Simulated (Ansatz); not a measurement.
Calculated with Ansatz (gas phase, PBE0-D4/def2-TZVP geometries, no zero-point term in ΔE). CCSD(T)/CBS is the MP2 limit (def2-TZVPP, def2-QZVPP) plus CCSD(T) − MP2 in def2-TZVPP, frozen cores. This one scheme is used for every species. Functionals use def2-TZVPP. One conformer a species, not always the lowest.

Reaction (cleavage of the Si–Si bond): `B[SiH](F)[SiH2]N` + NH₃ → `B[SiH](N)F` + `N[SiH3]`

| level | ΔE (eV) |
| --- | --- |
| PBE | -0.57 |
| MP2/def2-TZVPP | -0.87 |
| CCSD(T)/def2-TZVPP | -0.79 |
| MP2/def2-QZVPP | -0.87 |

Problem. What does CCSD(T)/CBS give? (Estimate.)

Solution. Ansatz gave: -0.78 eV. The listed levels differ from it by 0.21, -0.09, -0.01, -0.09 eV.

Largest T1 diagnostic among the species: 0.013.

The D4 term adds +0.05 eV with B3LYP and +0.04 eV with PBE0; it sums over pairs of atoms, weighted by their polarisabilities, and B3LYP, whose exchange is more repulsive, gets the larger term. In def2-TZVPP, CCSD(T) changes the Hartree–Fock value by +0.22 eV (the triples alone add +0.03 eV) and MP2 by +0.14 eV.

B3LYP here is the variant with VWN-RPA as its local correlation; programs differ in this.
